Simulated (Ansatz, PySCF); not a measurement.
Here is a job for PySCF.
```python
from pyscf import gto, scf, dft

mol = gto.M(
    atom='''
S    -0.000362   -0.002134    0.103903
H    -0.038472    1.008615   -0.811003
H     0.044257   -0.974478   -0.851437
''',
    basis='aug-cc-pvdz',
    charge=1,
    spin=1,
    verbose=3,
)

mf = dft.UKS(mol)
mf.xc = 'wb97x'
mf.grids.atom_grid = (99, 590)
mf.grids.prune = None
mf.kernel()
```

Convert this to an input for Ansatz (a first-principles code).

Several could match; the one computed here: 
Ansatz 0.2 input:
```yaml
crystal:
  periodic: [false, false, false]
  atoms:
    - {symbol: S, position_ang: [-0.00036152, -0.00213359, 0.10390253]}
    - {symbol: H, position_ang: [-0.03847239, 1.00861520, -0.81100328]}
    - {symbol: H, position_ang: [0.04425671, -0.97447779, -0.85143727]}
basis:
  gaussian:
    orbitals: aug-cc-pVDZ
hamiltonian:
  xc: {name: wB97X}
total_charge: 1
magnetization: {spin_polarized: true, initial_magnetization: 1}
accuracy: high
```

Both were run: PySCF gave -399.007147 Eh and Ansatz -399.007148 Eh, 0.001 mEh apart.
